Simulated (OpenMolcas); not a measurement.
**What dynamic correlation does to the levels of Ru III**

* Program: OpenMolcas
* Basis: ANO-RCC-VTZP [7s6p4d2f1g]
* Scalar Hamiltonian: DKH2, point nucleus
* Active space: 6 electrons in 6 orbitals (4d 5s)
* State averaging: 2S+1 = 5 even, 30 roots; 2S+1 = 7 even, 1 root kept (CI in the orbitals of an earlier block); 2S+1 = 3 even, 127 roots kept (CI in the orbitals of an earlier block, 107 in the spin-orbit step); 2S+1 = 1 even, 102 roots kept (CI in the orbitals of an earlier block, 62 in the spin-orbit step)
* Spin-orbit coupling: RASSI with atomic mean-field integrals over the reference wave functions, term energies averaged over their components

Methods on the same reference wave functions:
A. CASSCF
B. SS-CASPT2, IPEA 0.25 Eh, imaginary shift 0.1 Eh (closed shells correlated: 4s 4p)
C. MS-CASPT2, IPEA 0.25 Eh, imaginary shift 0.1 Eh (closed shells correlated: 4s 4p)
D. XMS-CASPT2, IPEA 0.25 Eh, imaginary shift 0.1 Eh (closed shells correlated: 4s 4p)

Energies in cm⁻¹ above 4d⁶ ⁵D₄, the measured ground level; measured values from Moore, Atomic Energy Levels, vol. III, NSRDS-NBS 35 (1971 reprint of NBS Circular 467, 1958).

```tsv
Level	A	B	C	D	Measured
4d⁶ ⁵D₄	0.0	0.0	0.0	0.0	0.0
4d⁶ ⁵D₃	1206	1226	1228	1215	1159
4d⁶ ⁵D₂	1952	1939	1943	1945	1826
4d⁶ ⁵D₁	2431	2410	2410	2420	2266
4d⁶ ⁵D₀	2662	2630	2640	2650	2476
4d⁶ ³H₆	18647	16190	16200	17610	
4d⁶ ³H₅	19023	16370	16380	17800	
4d⁵ 5s ⁷S₃	19201	24940	24960	27700	27163
4d⁶ ³P₂(1)	19478	15500	15520	17160	
4d⁶ ³F₃(1)	21271	17560	17580	19240	
4d⁶ ³F₂(1)	21851	18090	18100	19740	
4d⁶ ³P₁(1)	22943	18980	18990	20600	
4d⁶ ³G₅	23144	19570	19590	21070	
4d⁶ ³P₀(1)	23723	19630	19640	21370	
4d⁶ ³G₄	24284	20540	20550	22090	
4d⁶ ³G₃	24582	20780	20800	22330	
4d⁶ ¹I₆	28500	24970	24980	26730	
4d⁶ ³D₂	28569	22910	22930	24560	
4d⁶ ³D₁	28651	23060	23070	24710	
4d⁶ ³D₃	28885	23230	23240	24870	
4d⁶ ¹G₄(1)	29937	25820	25840	27860	
4d⁶ ¹S₀	33605	28130	28140	30360	
4d⁵ 5s ⁵S₂	36316	37920	37930	40640	41112
4d⁶ ¹D₂(1)	36687	29770	29780	31450
```

Deviations, from unrounded energies. A percentage is the sum of absolute deviations over the sum of measured energies, with the sign that they share, or ± where signs differ.

```
                  Against measurement  Levels      A     B     C     D
       mean absolute deviation (cm-1)       6   2200   980   980   250
fine structure of the ground term (%)       4   +6.8  +6.2  +6.4  +6.5
             other configurations (%)       2  -18.7  -7.9  -7.9  ±1.5
```

D lies closest to measurement on these levels and A furthest from it. The largest miss of D in the table is 4d⁵ 5s ⁷S₃, by +540 cm-1. The ranking rests on the paired levels alone, and a cruder setting can come out closer through cancelling errors.

Among B to D the level of the table that moves most is 4d⁵ 5s ⁷S₃, by 2800 cm-1 (lowest in B, highest in D). Moves below CASPT2's spread within the term are not significant.

The mean deviations of B to D differ by less than CASPT2's widest spread within a term (2800 cm-1), so their order carries little weight.

From A to B the spin-free energies of the other terms of 4d⁶ shown, above ⁵D, scale by factors of 0.79 to 0.87, as is usual when dynamic correlation screens the repulsion within a d or f shell.

The lowest spin-free term lies below A's lowest term by 0.430 hartree in B, 0.430 hartree in C, 0.443 hartree in D.

CASPT2 breaks the degeneracy within a term, and the mean is taken; among the terms shown or strongly mixed into the levels shown the widest spread is 2800 cm-1 (4d⁶ ¹I, D). Some high roots are left out of the spin-orbit mixing, which shifts the levels that they would mix with. Terms from blocks run as CI alone lack orbitals of their own. A single d shell beside an s shell can misplace configurations of different d count against each other. The CASPT2 spread within a term exceeds the gap to the next term for 4d⁶ ³D and 4d⁶ ¹I, 4d⁶ ¹I and 4d⁶ ¹G(1), 4d⁶ ¹G(1) and 4d⁵ 5s ⁷S, so the order of their levels is uncertain (figures for C; the like holds for D). Without dynamic correlation excited terms often stand tens of per cent too high (terms of higher spin than the ground term too low), and those without a measured partner can miss by more than the paired ones (holds for A). Blocks of more than 70 roots (2S+1 = 3 even) ran without multistate coupling (holds for C). Computed and measured levels are paired by configuration, term and J; levels that our copy of the source lacks, or whose pairing is in doubt (as where it misses far off the trend of its configuration), stay unpaired and out of the deviations. Levels of configurations outside the active space are missing. The table leaves out levels that lie high or whose names do not pair safely across all columns.

A number in round brackets counts repeated terms of one configuration in the order of the reference energies.
